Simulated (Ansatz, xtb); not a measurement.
## Relative energy of two conformers of C2H5BF

Structure a: `C[CH]BF`, a doublet. Structure b: `C[CH]BF`, a doublet. Both are isolated molecules in the gas phase, relaxed with B3LYP-D3(BJ)/def2-SVP.

a (Å):

```xyz
9

C     0.3120   -0.1222   -0.0327
C    -0.1539   -0.9762    1.0937
B    -0.5826    0.4319   -1.1468
F    -1.8900    0.1465   -1.1378
H    -1.2342   -1.1766    1.0522
H     0.0767   -0.5079    2.0703
H    -0.1748    1.1237   -2.0508
H     0.3804   -1.9460    1.1047
H     1.3842    0.1134   -0.0421
```

b (Å):

```yaml
atoms:
  - { symbol: C, position_ang: [0.6877, -1.6639, 1.4602] }
  - { symbol: C, position_ang: [-0.1791, -1.7631, 0.2560] }
  - { symbol: B, position_ang: [-1.2504, -0.7431, -0.1392] }
  - { symbol: F, position_ang: [-1.9728, -0.9349, -1.2467] }
  - { symbol: H, position_ang: [0.5651, -2.5488, 2.1149] }
  - { symbol: H, position_ang: [1.7596, -1.6587, 1.1819] }
  - { symbol: H, position_ang: [0.4826, -0.7628, 2.0575] }
  - { symbol: H, position_ang: [-0.0167, -2.6452, -0.3797] }
  - { symbol: H, position_ang: [-1.4848, 0.2511, 0.5115] }
```

Energies in hartree; the thermal terms are from B3LYP-D3(BJ)/def2-SVP harmonic frequencies (ideal gas, rigid rotor, one conformer each, 298.15 K, 1 atm) and include the zero-point energy:

|  | a | b |
| --- | --- | --- |
| E, CCSD(T)/def2-SVP | −203.221120 | −203.220831 |
| E, MP2/def2-SVP | −203.164418 | −203.164096 |
| E, MP2/def2-TZVPP | −203.542717 | −203.542347 |
| zero-point energy | 0.067316 | 0.067150 |
| H(298 K) − E | 0.073513 | 0.073398 |
| G(298 K) − E | 0.038927 | 0.038866 |

**Question.** Correct the CCSD(T) difference for the basis set by the MP2 change, then work out ΔE, ΔE₀, ΔH and ΔG for a → b in kcal/mol (1 Eh = 627.51 kcal/mol) and the equilibrium ratio [b]/[a].

**Answer.** 1. Differences b − a: CCSD(T) +0.000289, MP2 in the small set +0.000322, MP2 in the large set +0.000370 Eh.
2. ΔE = +0.000289 + (+0.000370 − (+0.000322)) = +0.000337 Eh = +0.21 kcal/mol.
3. ΔE₀ = ΔE + ΔZPE = +0.000337 + (−0.000166) Eh = +0.11 kcal/mol.
4. ΔH = ΔE + (−0.000115) Eh = +0.14 kcal/mol.
5. ΔG = ΔE + (−0.000061) Eh = +0.17 kcal/mol, so ΔS = (ΔH − ΔG)/T = −0.5 J/(mol K).
6. kT = 0.9442 mEh, so K = [b]/[a] = exp(−ΔG/kT) = exp(−0.29) ≈ 0.75.

The two are too close for this level to say which is favoured. An error of 1 kcal/mol in ΔG would change K by a factor of 5.4. Mirror images and further conformers aren't counted.

Other levels gave ΔE = +0.1 (B3LYP-D3(BJ)/def2-SVP); +0.2 (HF/def2-SVP); +0.2 (MP2/def2-SVP); +0.2 (CCSD(T)/def2-SVP) kcal/mol. Open shells are spin-unrestricted. The correlated steps freeze 4 core orbitals. Programs: Ansatz 0.2.0.
